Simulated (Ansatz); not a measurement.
System: MoO₃, charge 0, multiplicity 1. 
Geometry from a B3LYP-D3(BJ)/def2-TZVP (Ansatz, a quantum-chemistry and plane-wave program) optimisation:
SMILES: [O]=[Mo](=[O])=[O]
```xyz
4

Mo     0.1150    -0.0934    -0.1301
O     -1.3111    -1.0045     0.0855
O     -0.2554     1.4536    -0.7464
O      0.9630     0.0413     1.3440
```

Dipole moments at this geometry, in debye (magnitudes).

```
level                 program  dipole (D)
--------------------  -------  ----------
r2SCAN/def2-TZVPD      Ansatz        4.81
B3LYP/def2-TZVPD       Ansatz        4.85
PBE0/def2-TZVPD        Ansatz        4.89
r2SCANh/def2-TZVPD     Ansatz        4.89
r2SCAN0/def2-TZVPD     Ansatz        5.00
HSE06/def2-TZVPD       Ansatz        4.88
CAM-B3LYP/def2-TZVPD   Ansatz        4.99
LC-wPBE/def2-TZVPD     Ansatz        5.09
wB97X-V/def2-TZVPD     Ansatz        5.03
CCSD(T)/def2-SVPD      Ansatz        4.92
```
